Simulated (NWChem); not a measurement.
# CH$_{2}$N, doublet; SMILES C=[N]

Computed with NWChem. Spin-unrestricted. In the optimisation the excess spin sits in b2 (C2v, its own frame). Geometry: optimised at PBE0/def2-SVP, spin-unrestricted. No stability test was run on the SCF state.

Task: Order these by “highest occupied level (eV)”, lowest first: PBE/aug-pcseg-1; PBE/3-21G; PBE/pcseg-1.

Result: PBE/aug-pcseg-1 (-6.16), PBE/pcseg-1 (-6.02), PBE/3-21G (-5.58)
